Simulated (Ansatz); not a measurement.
Ansatz (an electronic-structure program) input (CCSD(T)/aug-cc-pVDZ):

Ansatz 0.2 input:
```yaml
crystal:
  periodic: [false, false, false]
  atoms:
    - {symbol: C, position_ang: [-1.82901142, -1.93640087, 0.48760890]}
    - {symbol: C, position_ang: [-1.03158050, -0.75581155, 0.90830003]}
    - {symbol: C, position_ang: [-0.47040929, 0.20852508, -0.08366232]}
    - {symbol: C, position_ang: [0.12089340, 1.43969889, 0.61794064]}
    - {symbol: C, position_ang: [0.63397571, 2.52473335, -0.32380675]}
    - {symbol: C, position_ang: [0.52224161, -0.47799807, -1.05819095]}
    - {symbol: C, position_ang: [1.79356432, -1.00310000, -0.39755094]}
    - {symbol: H, position_ang: [-2.45505333, -2.31230990, 1.29911334]}
    - {symbol: H, position_ang: [-1.19488659, -2.77689496, 0.16547249]}
    - {symbol: H, position_ang: [-2.47714352, -1.70041445, -0.36271410]}
    - {symbol: H, position_ang: [-0.72939417, -0.67418601, 1.94587543]}
    - {symbol: H, position_ang: [-1.30198572, 0.55851900, -0.71575215]}
    - {symbol: H, position_ang: [-0.65469700, 1.86020755, 1.26405514]}
    - {symbol: H, position_ang: [0.92658727, 1.12127945, 1.28601800]}
    - {symbol: H, position_ang: [1.48974690, 2.18529705, -0.90970563]}
    - {symbol: H, position_ang: [-0.14378497, 2.83665564, -1.02559966]}
    - {symbol: H, position_ang: [0.94976111, 3.40776463, 0.23459545]}
    - {symbol: H, position_ang: [0.00062937, -1.30471726, -1.54700008]}
    - {symbol: H, position_ang: [0.78169815, 0.22397992, -1.85446633]}
    - {symbol: H, position_ang: [2.39182344, -0.19524303, 0.02752492]}
    - {symbol: H, position_ang: [1.55934576, -1.69971913, 0.41017980]}
    - {symbol: H, position_ang: [2.41931012, -1.52809949, -1.12142835]}
basis:
  gaussian:
    orbitals: aug-cc-pVDZ
magnetization: {spin_polarized: true, initial_magnetization: 1}
correlation: {method: ccsd_t, electrons: outside_noble_gas}
output: {forces: true}
```

Output:

```
Functional definition: HF
integrals: 5.32 GiB planned
2925 factors; integrals over basis functions are off by at most 5.6e-4 eV
1.91 GiB of device memory are held for the factors and their scratch space
mean field: 2.71 GiB planned
mean field evaluation 1: about -7442.4877 eV, gradient 3.6e1 eV
mean field evaluation 2: about -7442.4942 eV, gradient 3.6e1 eV
mean field evaluation 4: about -7450.2881 eV, gradient 4.1e0 eV
mean field evaluation 8: about -7450.4433 eV, gradient 1.9e-1 eV
mean field evaluation 16: about -7450.4217 eV, gradient 1.1e0 eV
mean field -7450.44401019 eV, -273.7987672822 hartree, gradient 1.9e-6 eV, S^2 0.764445; 0 other end points of the search recorded, 0 dependent functions left out
7 core orbitals not correlated
reference -7450.44401019 eV, -273.7987672822 hartree; 22, 21 occupied and 267, 268 virtual orbitals, 2925 factors
densities: 59.73 GiB planned
second order -28.00119922 eV of doubles, -0.00000000 eV of singles
coupled cluster: 38.38 GiB planned
cycle   1  -29.76069377 eV  change    -1.8e0 eV  update   1.1e-1
cycle   2  -30.53951811 eV  change   -7.8e-1 eV  update   3.3e-2
cycle   3  -30.66882549 eV  change   -1.3e-1 eV  update   1.4e-2
cycle   4  -30.66981182 eV  change   -9.9e-4 eV  update   4.5e-3
cycle   5  -30.66951103 eV  change    3.0e-4 eV  update   2.0e-3
cycle   6  -30.66950653 eV  change    4.5e-6 eV  update   7.4e-4
cycle   7  -30.66945286 eV  change    5.4e-5 eV  update   2.6e-4
cycle   8  -30.66948224 eV  change   -2.9e-5 eV  update   9.7e-5
cycle   9  -30.66946404 eV  change    1.8e-5 eV  update   3.6e-5
cycle  10  -30.66943952 eV  change    2.5e-5 eV  update   1.6e-5
cycle  11  -30.66944818 eV  change   -8.7e-6 eV  update   6.8e-6
cycle  12  -30.66945231 eV  change   -4.1e-6 eV  update   2.5e-6
perturbative correction -1.03239512 eV, -0.0379398208 hartree
the calculation of the forces begins
1.91 GiB of device memory are held for the factors and their scratch space
Total energy: -7482.14585762 eV, -274.9637886871 hartree
Atom 0 at    -1.829011    -1.936401     0.487609 Å, force    -0.055873    -0.198403    -0.097368 eV/Å
Atom 1 at    -1.031581    -0.755812     0.908300 Å, force     0.003893     0.124522     0.136866 eV/Å
Atom 2 at    -0.470409     0.208525    -0.083662 Å, force     0.185343     0.111243    -0.173507 eV/Å
Atom 3 at     0.120893     1.439699     0.617941 Å, force     0.012497    -0.089735    -0.071435 eV/Å
Atom 4 at     0.633976     2.524733    -0.323807 Å, force    -0.027040    -0.066594    -0.000435 eV/Å
Atom 5 at     0.522242    -0.477998    -1.058191 Å, force    -0.041576     0.082623     0.155630 eV/Å
Atom 6 at     1.793564    -1.003100    -0.397551 Å, force    -0.064327     0.035841     0.009764 eV/Å
Atom 7 at    -2.455053    -2.312310     1.299113 Å, force    -0.272577    -0.142819     0.352411 eV/Å
Atom 8 at    -1.194887    -2.776895     0.165472 Å, force     0.269911    -0.321826    -0.124932 eV/Å
Atom 9 at    -2.477144    -1.700414    -0.362714 Å, force    -0.276647     0.127569    -0.358655 eV/Å
Atom 10 at    -0.729394    -0.674186     1.945875 Å, force     0.161555     0.036723     0.518119 eV/Å
Atom 11 at    -1.301986     0.558519    -0.715752 Å, force    -0.362041     0.152277    -0.265713 eV/Å
Atom 12 at    -0.654697     1.860208     1.264055 Å, force    -0.358117     0.190738     0.279617 eV/Å
Atom 13 at     0.926587     1.121279     1.286018 Å, force     0.366962    -0.155657     0.298186 eV/Å
Atom 14 at     1.489747     2.185297    -0.909706 Å, force     0.397210    -0.166323    -0.255654 eV/Å
Atom 15 at    -0.143785     2.836656    -1.025600 Å, force    -0.360401     0.128608    -0.305024 eV/Å
Atom 16 at     0.949761     3.407765     0.234595 Å, force     0.137500     0.384985     0.254695 eV/Å
Atom 17 at     0.000629    -1.304717    -1.547000 Å, force    -0.250817    -0.387546    -0.218490 eV/Å
Atom 18 at     0.781698     0.223980    -1.854466 Å, force     0.114667     0.323847    -0.364497 eV/Å
Atom 19 at     2.391823    -0.195243     0.027525 Å, force     0.267862     0.382727     0.185784 eV/Å
Atom 20 at     1.559346    -1.699719     0.410180 Å, force    -0.120625    -0.319653     0.367304 eV/Å
Atom 21 at     2.419310    -1.528099    -1.121428 Å, force     0.272641    -0.233148    -0.322664 eV/Å
Dipole moment:     0.002752    -0.021138    -0.027602 e Å
```

It need not be the lowest isomer of its formula.
